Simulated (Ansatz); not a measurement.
Basis sets compared for the cluster Sn₄Cl₄ (the lowest singlet isomer of a short search). The state is a singlet with charge 0. Geometry PBE0-D4/def2-SVP. Ansatz on 4 threads of Arm Neoverse N1 on a shared host; times are rough, and most runs start from earlier orbitals.

```xyz
8

Sn   -0.600    0.012   -2.195
Sn    1.184    1.333    0.065
Sn    1.016   -1.963   -0.528
Sn   -2.108    0.778    0.343
Cl    3.138   -0.646    0.176
Cl   -1.906   -1.890   -0.876
Cl   -0.815    2.821    1.292
Cl    0.091   -0.446    1.723
```

In the def2 sets Sn takes a core potential; there is no spin–orbit coupling. The structure comes from a short search, and lower isomers may exist.

Binding counts from free atoms (Sn triplet, Cl doublet) in the same basis, without a counterpoise term.

| level | functions | energy (Eh) | HOMO (eV) | LUMO (eV) | binding per atom (eV) | wall time |
| --- | --- | --- | --- | --- | --- | --- |
| PBE-D4/def2-SVP | 176 | -2697.0191 | -4.99 | -3.38 | 2.91 | 5.5 s |
| PBE-D4/def2-TZVPD | 408 | -2697.6793 | -5.08 | -3.51 | 2.87 | 22 s |
| BLYP-D4/def2-TZVPD | 408 | -2698.2382 | -4.90 | -3.37 | 2.75 | 26 s |
| PBE0-D4/def2-SVP | 176 | -2697.1813 | -5.80 | -2.93 | 2.76 | 11 s |

Problem. Estimate the rows for PBE-D4/def2-TZVP, BLYP-D4/def2-TZVP, PBE0-D4/def2-TZVP (with forces).

Solution. 
```
                          level  functions  energy (Eh)  HOMO (eV)  LUMO (eV)  binding per atom (eV)  wall time
               PBE-D4/def2-TZVP        348   -2697.6760      -5.06      -3.48                   2.87       13 s
              BLYP-D4/def2-TZVP        348   -2698.2348      -4.87      -3.33                   2.75       14 s
PBE0-D4/def2-TZVP (with forces)        348   -2697.8284      -5.83      -2.99                   2.73       52 s
```
